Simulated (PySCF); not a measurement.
C$_{3}$H$_{9}$Al, charge +1, doublet, geometry from GFN2-xTB (such geometries of metal compounds can be far from the true shape) (a state made from the parent by changing its charge; the spin is typed, not shown lowest). Base run: SVWN5/def2-SV(P) run with PySCF.

Geometry (Å):
```xyz
13

Al    -0.1102    -0.1175    -0.0067
C     -1.5096    -1.5008    -0.1549
H     -1.7246    -1.7336    -1.2061
H     -2.4500    -1.1712     0.3053
H     -1.1976    -2.4282     0.3442
C      0.0707     1.6785    -0.9558
H      1.0803     1.7661    -1.3662
H     -0.1090     2.4759    -0.2309
H     -0.6756     1.7130    -1.7512
C      1.5853    -0.0223     1.1202
H      1.6431     0.9587     1.5999
H      2.4479    -0.1689     0.4654
H      1.5393    -0.8156     1.8688
```
Charge +1, spin multiplicity 2.
Orbitals are unrestricted.
All else is at PySCF's defaults.
Base energy -359.44096 Eh.

Each row names what was changed in the base input (with any setting that the change needs).

```json
[
 {"change": "base", "ΔE vs base (mEh)": "0.000", "grid points": "149808", "electrons on the grid": "39.00000"},
 {"change": "grids.level = 7", "ΔE vs base (mEh)": "-0.001", "grid points": "797032", "electrons on the grid": "39.00000"},
 {"change": "grids.atom_grid = (30, 110)", "ΔE vs base (mEh)": "0.019", "grid points": "32016", "electrons on the grid": "38.99978"},
 {"change": "grids.level = 4", "ΔE vs base (mEh)": "-0.001", "grid points": "255888", "electrons on the grid": "39.00000"},
 {"change": "grids.level = 0", "ΔE vs base (mEh)": "64.409", "grid points": "10464", "electrons on the grid": "38.99454"},
 {"change": "grids.prune = dft.gen_grid.treutler_prune", "ΔE vs base (mEh)": "0.003", "grid points": "129720", "electrons on the grid": "39.00000"},
 {"change": "grids.level = 1", "ΔE vs base (mEh)": "-0.026", "grid points": "44144", "electrons on the grid": "39.00023"},
 {"change": "grids.atom_grid = (99, 590)", "ΔE vs base (mEh)": "-0.001", "grid points": "422672", "electrons on the grid": "39.00000"},
 {"change": "grids.becke_scheme = stratmann", "ΔE vs base (mEh)": "0.000", "grid points": "149808", "electrons on the grid": "38.99999"},
 {"change": "grids.atom_grid = (150, 974)", "ΔE vs base (mEh)": "-0.001", "grid points": "1057504", "electrons on the grid": "39.00000"},
 {"change": "grids.atom_grid = (50, 194)", "ΔE vs base (mEh)": "-0.023", "grid points": "85960", "electrons on the grid": "39.00017"}
]
```

Open shells are given as the SCF converged; they aren't shown to be the lowest states, and a large step between rows can be another state.
